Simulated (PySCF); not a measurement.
How methods differ on the ionisation energy of Ag²⁺

Ag²⁺ [Kr] 4d9 (2D) → Ag³⁺ [Kr] 4d8 (3F), as a difference of total energies. Calculation: PySCF 2.14, in aug-cc-pVDZ-PP with ECP28MDF; a scalar-relativistic core potential. Correlated levels: valence: 4s2 4p6 frozen. The calculations carry no spin-orbit coupling.

```tsv
method	ionisation energy (eV)
UHF	32.915
TPSS	34.463
PBE	34.888
MP2 (valence)	34.575
SCS-MP2 (valence)	34.449
```

Task: How much does correlation contribute at MP2 (valence)?

Result: 34.575 − (32.915) = 1.660 eV, measured against UHF.

The reference lies between the lowest fine-structure levels, while these numbers refer to the centres of the terms.

Errors of the correlated levels include the incompleteness of this basis and the frozen core.

For comparison: 34.8 ± 0.3 eV (semi-empirical (NIST evaluation); NIST Atomic Spectra Database, ionization energies).
